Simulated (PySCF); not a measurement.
C3H7ClOSi, SMILES C=C(Cl)[Si@@H](C)O.

The structure is a stationary point at PBE-D3(BJ)/def2-SVP. The structure was generated by enumeration; whether it is a known compound was not checked. The values are those of a single conformer.

Level of theory: PBE-D3(BJ)/def2-SVP (PySCF).

Frequencies are harmonic and unscaled.

```tsv
mode	ν (cm⁻¹)	IR (km/mol)	moving atoms (share of kinetic energy)
1	59	1.2	C 43 %, Cl 20 %, H 19 %, O 16 %
2	120	0.8	C 38 %, H 22 %, Cl 22 %, O 13 %
3	143	0.0	H 93 %
4	169	6.8	C 40 %, H 27 %, O 15 %, Si 13 %
5	224	5.4	O 40 %, C 20 %, H 19 %, Cl 12 %, Si 8 %
6	246	59.4	H 73 %, Si 10 %
7	273	23.9	H 36 %, O 22 %, Si 20 %, C 11 %, Cl 10 %
8	344	18.3	C 32 %, H 26 %, Si 18 %, Cl 17 %
9	402	17.2	C 62 %, H 26 %, Si 9 %
10	538	16.0	C 49 %, Cl 20 %, Si 19 %, H 10 %
11	650	40.5	H 68 %, C 24 %
12	691	18.1	H 65 %, C 23 %, Si 9 %
13	701	34.8	H 68 %, C 21 %, Si 10 %
14	738	18.1	H 79 %, C 12 %
15	750	56.7	C 46 %, H 40 %, Cl 9 %
16	802	23.8	H 49 %, O 38 %, Si 10 %
17	832	192.8	H 65 %, Si 13 %, O 12 %, C 10 %
18	850	177.1	H 71 %, Si 14 %, C 12 %
19	877	27.9	H 73 %, C 27 %
20	914	75.9	H 54 %, Si 31 %, O 13 %
21	1061	20.0	C 56 %, H 41 %
22	1216	32.0	H 77 %, C 22 %
23	1325	12.1	H 87 %, C 12 %
24	1377	6.2	H 96 %
25	1380	1.9	H 96 %
26	1617	20.3	C 91 %, H 9 %
27	2146	135.5	H 97 %
28	2983	0.8	H 97 %
29	3068	1.0	H 95 %
30	3086	1.1	H 91 %, C 9 %
31	3090	1.9	H 91 %, C 9 %
32	3172	0.5	H 89 %, C 11 %
33	3768	73.1	H 94 %
```
